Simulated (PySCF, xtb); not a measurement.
1-fluorocyclopentene (C5H7F), SMILES FC1=CCCC1. One conformer was computed; it need not be the lowest.

Harmonic wavenumbers (cm⁻¹) from GFN2-xTB in xtb at its own minimum, in rising order: 105, 249, 370, 436, 558, 653, 784, 824, 895, 923, 967, 1013, 1051, 1098, 1110, 1165, 1187, 1210, 1230, 1291, 1301, 1326, 1465, 1477, 1496, 1740, 2944, 2951, 2987, 2994, 3002, 3021, 3148.

Question: What does ωB97X-D3(BJ)/def2-SVP run with PySCF give at its own minimum? (Estimate from the structure and the level; the computed values follow.)

Answer: 154, 262, 406, 475, 587, 657, 822, 845, 913, 920, 940, 980, 1056, 1068, 1151, 1210, 1228, 1265, 1278, 1345, 1355, 1409, 1465, 1479, 1497, 1800, 3060, 3070, 3097, 3121, 3133, 3160, 3253. Paired by order, the mean absolute difference is 51 cm⁻¹ and the zero-point energies are 67.1 and 69.3 kcal/mol.
